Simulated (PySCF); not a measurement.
## Simulated characterisation data

[PySCF 2.14: geometry from GFN2-xTB; NMR shieldings at PBE0/pcSseg-1/GIAO; J: B3LYP/pcJ-1 (spin–dipole term left out of most H,H and C,H couplings); one conformer; no solvent; relativity neglected; equivalent nuclei averaged]

Referencing at the same level of theory: $^{1}$H, $^{13}$C against TMS. Multiplet labels drop J under 1 Hz and among equivalent protons, and merge close values. Unscaled 3J(H,H) run several per cent high. Where no couplings were computed, multiplicities follow the n + 1 count of equivalent neighbours, and m marks all less simple cases (inequivalent or close neighbours, rings, F or P nearby). Shifts are as computed. Against solution values, carbons near 30 ppm lie about +3 ppm off and those near 130 ppm about +5 ppm. Of 1211 compounds with measured shifts, 218 miss one by over three times the rms of a fit or turn the order of signals round; such compounds aren't used in these exercises. OH and NH positions are gas-phase values without hydrogen bonding to other molecules.

**1.** `OCC1=CCC=CO1`, C$_{6}$H$_{8}$O$_{2}$. $^{1}$H NMR (500 MHz, computed): δ 6.47 (d, 1H), 4.85 (t, 1H), 4.82 (m, 1H), 4.22 (s, 2H), 3.02 (m, 2H), 1.06 (br s, 1H). $^{13}$C{$^{1}$H} NMR (computed): δ 158.8, 148.2, 106.5, 103.8, 69.2, 25.3.

**2.** `O=C1C=C[C@H](O)CC1`, C$_{6}$H$_{8}$O$_{2}$. $^{1}$H NMR (500 MHz, computed): δ 7.49 (m, 1H), 6.10 (d, 1H), 4.95 (m, 1H), 2.46 (m, 1H), 2.25 (m, 1H), 2.02 (m, 1H), 1.94 (m, 1H), 0.80 (br s, 1H). $^{13}$C{$^{1}$H} NMR (computed): δ 200.1, 162.8, 134.6, 73.3, 39.2, 39.1.

**3.** 1,4-cyclohexanedione (O=C1CCC(=O)CC1, C$_{6}$H$_{8}$O$_{2}$). $^{1}$H NMR (500 MHz, computed): δ 2.58 (s, 8H). $^{13}$C{$^{1}$H} NMR (computed): δ 213.4, 39.5.
